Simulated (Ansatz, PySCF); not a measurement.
Ge(SiH3)2 (GeH6Si2), SMILES [SiH3][Ge][SiH3] (connectivity only; charge and spin as stated), neutral, multiplicity 1.

Coordinates come from a B3LYP-D3(BJ)/def2-SVP optimisation. The structure was generated by enumeration; whether it is a known compound was not checked.

Vertical ionisation energy (IE) and electron affinity (EA) in eV. Rows of orbital energies are one-electron estimates. Where ΔSCF, EOM or ADC give a negative EA the extra electron is unbound and the value depends on the basis.

```csv
level,IE,EA
"−ε(HOMO), −ε(LUMO), r2SCAN/def2-TZVPD (PySCF)",5.89,4.17
"−ε(HOMO), −ε(LUMO), PBE/def2-TZVPD (PySCF)",5.70,4.27
"ΔSCF, CAM-B3LYP/def2-SVPD (Ansatz), final states of multiplicity 2 and 2",8.51,1.70
"ΔSCF, PBE/def2-SVPD (Ansatz), final states of multiplicity 2 and 2",8.36,1.72
```

Task: What vertical singlet–triplet gap does ΔSCF give with CAM-B3LYP/def2-SVPD (Ansatz, a program for electronic structure) and with PBE/def2-SVPD (Ansatz)? (The exact figures need the calculation; the answer reports its results.)

Result: 1.12 and 1.05 eV (triplet above singlet where positive).
